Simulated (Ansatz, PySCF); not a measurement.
Zr(Me)2(H)2 (C₂H₈Zr), SMILES [ZrH2]([CH3])[CH3], multiplicity 1.

Coordinates come from a B3LYP-D3(BJ)/def2-SVP optimisation. The spin state was assumed, not searched. The def2 effective core potentials stand for the cores of Zr; spin–orbit coupling is left out.

Vertical ionisation energy (IE) and electron affinity (EA) in eV. Rows of orbital energies are one-electron estimates. Where ΔSCF, EOM or ADC give a negative EA the extra electron is unbound and the value depends on the basis.

```csv
level,IE,EA
"−ε(HOMO), −ε(LUMO), B3LYP/def2-TZVPD (PySCF)",7.61,1.89
"−ε(HOMO), −ε(LUMO), PBE/def2-TZVPD (PySCF)",6.55,2.60
"ΔSCF, PBE0/def2-SVPD (Ansatz), final states of multiplicity 2 and 2",9.72,0.00
"ΔSCF, PBE/def2-SVPD (Ansatz), final states of multiplicity 2 and 2",(withheld),(withheld)
```

### Question
What belongs in the gaps? (An estimate is asked for; the answer gives what the named calculation found.)

### Answer

- ΔSCF, PBE/def2-SVPD (Ansatz, a quantum-chemistry and plane-wave program), final states of multiplicity 2 and 2, IE: 9.36
- ΔSCF, PBE/def2-SVPD (Ansatz), final states of multiplicity 2 and 2, EA: 0.00

### Question
What vertical singlet–triplet gap does ΔSCF give with PBE0/def2-SVPD (Ansatz) and with PBE/def2-SVPD (Ansatz)? (The exact figures need the calculation; the answer reports its results.)

### Answer
3.96 and 3.67 eV (triplet above singlet where positive).
